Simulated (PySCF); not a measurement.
## How methods differ on the ionisation energy of Pt⁵⁵⁺

Pt⁵⁵⁺ [Ar] 3d5 (6S) → Pt⁵⁶⁺ [Ar] 3d4 (5D), as a difference of total energies. Computed with PySCF 2.14 in an even-tempered Gaussian basis (16 s from 14 bohr⁻², ratio 2.5; 10 p from 18 bohr⁻², ratio 2.5; 7 d from 18 bohr⁻², ratio 2.5; 4 f from 68 bohr⁻², ratio 2.7; 3 g from 100 bohr⁻², ratio 2.7), with the non-relativistic Hamiltonian (point nucleus). Correlated levels: outer shells: [Ne] frozen; virtual orbitals above 40 to 60 times the deepest correlated orbital energy dropped. The calculations carry no spin-orbit coupling.

```json
{"method": "UHF", "ionisation energy (eV)": "5452.6"}
{"method": "LDA", "ionisation energy (eV)": "5447.8"}
{"method": "PBE", "ionisation energy (eV)": "5447.4"}
{"method": "PBE0", "ionisation energy (eV)": "5449.2"}
{"method": "r2SCAN", "ionisation energy (eV)": "5449.9"}
{"method": "MN15", "ionisation energy (eV)": "5441.9"}
{"method": "PW91", "ionisation energy (eV)": "5447.8"}
{"method": "MP2 (outer shells)", "ionisation energy (eV)": "5452.4"}
{"method": "SCS-MP2 (outer shells)", "ionisation energy (eV)": "5451.7"}
```

Spin-orbit coupling is strong in these open shells (close to jj coupling). The scalar numbers leave it out and a first-order estimate fails, so it can dominate the gap to the real levels.

The gap to the reference is mostly relativistic.

For comparison: 5410 ± 5 eV (theoretical estimate listed by NIST; NIST Atomic Spectra Database, ionization energies).
